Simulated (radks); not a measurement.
Results of a calculation; reference values are marked as such.
Cd3.375+, configuration [Ar] 3d10 4s2 4p(1/2: 2, 3/2: 3.625) 4d9 (fractional occupations, a model configuration). Code: a radial shooting solver on a logarithmic mesh with Libxc functionals. Model: Dirac Kohn-Sham, PBE, spin-unpolarised, spherical densities, finite nucleus; open shells fill j = l - 1/2 first; Fermi nuclear charge, rms radius 4.6087 fm.

Unscreened Slater integrals over Kohn-Sham orbitals (cm^-1). Large and small components are both included.

integral,value
"F0(4d5/2,4d5/2)",168080
"F2(4d5/2,4d5/2)",84590
"F4(4d5/2,4d5/2)",55657
"F0(4d5/2,4d3/2)",168990
"F2(4d5/2,4d3/2)",85030
"G2(4d5/2,4d3/2)",84978
"G4(4d5/2,4d3/2)",55920
"F0(4d5/2,4p3/2)",184330
"F2(4d5/2,4p3/2)",92381
"G1(4d5/2,4p3/2)",117000
"G3(4d5/2,4p3/2)",71899
"F0(4d5/2,4p1/2)",186510
"G3(4d5/2,4p1/2)",71437
"F0(4d3/2,4d3/2)",169910
"F2(4d3/2,4d3/2)",85493
"F0(4d3/2,4p3/2)",185540
"F2(4d3/2,4p3/2)",93226
"G1(4d3/2,4p3/2)",118270
"G3(4d3/2,4p3/2)",72715
"F0(4d3/2,4p1/2)",187770
"G1(4d3/2,4p1/2)",117920
"F0(4p3/2,4p3/2)",206240
"F2(4p3/2,4p3/2)",108260
"F0(4p3/2,4p1/2)",209350
"G2(4p3/2,4p1/2)",109520
"F0(4p1/2,4p1/2)",212640
